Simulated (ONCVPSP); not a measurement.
Before and after: ONCV potential for Cd

- Element: Cd (Z = 48)
- Generator: ONCVPSP 4.0.1
- Type: optimised norm-conserving Vanderbilt (ONCV)
- Functional: PBE
- Relativity: scalar-relativistic
- Frozen core: [Ar] 3d10 4s2
- Valence charge: 18
- Reference configuration: 4p6 4d10 5s1.5 (charge +0.5)
- Partial waves: 5s: rc 1.75 bohr, ncon 3, nbas 6, qcut 4.6 1/bohr, 2 projectors, debl 1.8 Ha; 4p: rc 1.35 bohr, ncon 3, nbas 7, qcut 8.3 1/bohr, 3 projectors, debl 3.6 Ha; 4d: rc 1.90 bohr, ncon 4, nbas 9, qcut 7.7 1/bohr, 2 projectors, debl 0.4 Ha; f scattering state at 0.06 Ha: rc 1.60 bohr, ncon 3, nbas 6, qcut 7.6 1/bohr, 2 projectors, debl 1.2 Ha
- Local potential: polynomial inside 1.10 bohr (lpopt 5, dvloc0 0 Ha)
- Core correction: Teter function, fcfact 3.75, rcfact 1.4

In the d channel the program set the typed energies aside and used -0.586, 0.250 Ha.

All-electron outer shells of the reference configuration (PBE, scalar-relativistic, ld1.x):

```tsv
shell	level (eV)	outermost node (bohr)	outermost maximum (bohr)
4s	-110.16	0.43	0.79
4p	-71.22	0.43	0.84
4d	-15.95	0.42	0.98
5s	-9.23	1.06	2.29
```

Change: local potential polynomial inside 1.10 bohr (lpopt 5, dvloc0 2 Ha).

Cutoffs: the cutoffs (Ha) at which the residual kinetic energy of the hardest occupied pseudo-wave falls to 1 and 0.1 mHa per electron; they do not see the model core or the augmentation charge, which bear on the density cutoff. Errors are all-electron minus pseudo energies relative to the spin-unpolarised reference configuration.

Question: What does the change do?

Answer: The potential gets neither clearly harder nor softer (24 Ha and 29 Ha → 24 Ha and 29 Ha); both files keep a bound ghost (s); the errors of the 4 common tests hardly move; the range in which the d phases agree narrows (upper end at the end of the scan → 1.4).

```csv
quantity,base,changed
"cutoff, loose",24 Ha,24 Ha
"cutoff, tight",29 Ha,29 Ha
bound ghosts,s,s
GHOST(+) flags under 300 eV,s at 198.3 eV,none
"error for 4p6 4d10 5s2, meV [ΔE -3.71 eV]",+0.7,+0.8
"error for 4p6 4d10 5s1, meV [ΔE 5.56 eV]",-2.5,-2.3
"error for 4p6 4d10 5s0, meV [ΔE 22.69 eV]",-17,-15
"error for 4p6 4d10 5s0 5p2, meV [ΔE 5.96 eV]",-15,-13
s: phases at 1.78 bohr within 0.05 rad from the reference energy up to (Ha; the scan ends near 5),to the end of the scan,to the end of the scan
p: phases at 1.37 bohr within 0.05 rad from the reference energy up to (Ha; the scan ends near 5),to the end of the scan,to the end of the scan
d: phases at 1.93 bohr within 0.05 rad from the reference energy up to (Ha; the scan ends near 5),to the end of the scan,1.4
f: phases at 1.63 bohr within 0.05 rad from the reference energy up to (Ha; the scan ends near 5),to the end of the scan,to the end of the scan
"rms error of d²Exc/dni dnj with the model core, mHa",0.78,0.78
```

 A true bound ghost makes a file unfit for plane-wave use even where its test errors are small: the radial tests pick states by their node count and pass the ghost by.
